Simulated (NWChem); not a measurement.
System: ZnH$_{2}$Se; SMILES [ZnH][SeH]

Here is an NWChem input.

```
start job
memory heap 200 mb stack 900 mb global 1100 mb
geometry units angstroms noautoz
  Zn     0.245157    -1.028352    -0.001244
  H      0.351550    -2.566393    -0.002692
  Se     0.099134     1.266082     0.000907
  H     -1.372411     1.183363    -0.001814
end
basis spherical
  * library def2-svpd
end
dft
  xc pbe0
  iterations 150
end
tddft
  cis
  nroots 6
  notriplet
end
task tddft energy
```

All runs use the structure optimised with PBE0/def2-SVP.

Vertical excitations in the gas phase.

Q: Predict the main results of this run. (PBE0/def2-SVPD, TDA.) Quantities: lowest excitation, singlet (eV); oscillator strength of that lowest state; lowest state with f > 0.02, singlet (eV); oscillator strength of that bright state; orbital gap (eV).

A: lowest excitation, singlet (eV): 4.81
oscillator strength of that lowest state: 0.000
lowest state with f > 0.02, singlet (eV): 5.19
oscillator strength of that bright state: 0.065
orbital gap (eV): 6.10
